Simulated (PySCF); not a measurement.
Computed IR spectrum (relative IR intensity) of a molecule CH7F2NSi2. Geometry optimised at r2SCAN-D4/def2-SVP. The values are those of a single conformer. Level of theory: r2SCAN-D4/def2-SVP (PySCF). Frequencies are harmonic and unscaled.

Lines under 2 % of the strongest are left out, and lines within 2 cm⁻¹ are merged.

ν (cm⁻¹): 251 (w), 282 (m), 398 (w), 612 (w), 642 (m), 728 (w), 752 (w), 808 (m), 837 (s), 848 (w), 863 (w), 913 (vs), 928 (m), 956 (m), 968 (s), 1035 (m), 1074 (w), 1122 (w), 1632 (w), 2222 (m), 2231 (w), 2238 (s), 2254 (m), 3569 (vw) (against the strongest line: vs over 80 %, s over 45 %, m over 15 %, w over 4 %, vw less)

Which structure fits?
(A) C[Si@@H](F)[Si@H](N)F
(B) N[SiH2][SiH2]C(F)F
(C) NC([SiH2]F)[SiH2]F
(D) N[Si@@H](CF)[SiH2]F

C, NC([SiH2]F)[SiH2]F
